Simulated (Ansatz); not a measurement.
Reactions of ClFMg (`[F][Mg][Cl]`).

Calculated with Ansatz (gas phase, PBE0-D4/def2-TZVP geometries, no zero-point term in ΔE). CCSD(T)/CBS adds triple-zeta CCSD(T) − MP2 to the extrapolated MP2 energy (def2 sets, frozen cores). This one scheme is used for every species. For Br, Mg outer-core shells are correlated without core-valence functions, which leaves a few kJ/mol of doubt a bond. Scalar relativity is left out up to krypton. One conformer a species, not always the lowest.

(1) Order these by ΔE at CCSD(T)/CBS, lowest first. (An estimate is asked.)
A. `[F][Mg][Cl]` + CH₃OH → `C[O][Mg][Cl]` + H–F
B. `[F][Mg][Cl]` + HBr → `[Cl][Mg][Br]` + H–F
C. `[F][Mg][Cl]` + H₂ → `[F][MgH]` + HCl
D. `[F][Mg][Cl]` + H–F → `[F][Mg][F]` + HCl
E. `[F][Mg][Cl]` + `C=CC(C)(F)S` → `[F][Mg][SH]` + `C=CC(C)(F)Cl`

Largest T1 diagnostic: 0.012, for `[F][Mg][F]`.

Answers

(1) B (-32.4 kJ/mol), D (+23.3 kJ/mol), A (+54.3 kJ/mol), E (+75.0 kJ/mol), C (+176.2 kJ/mol).
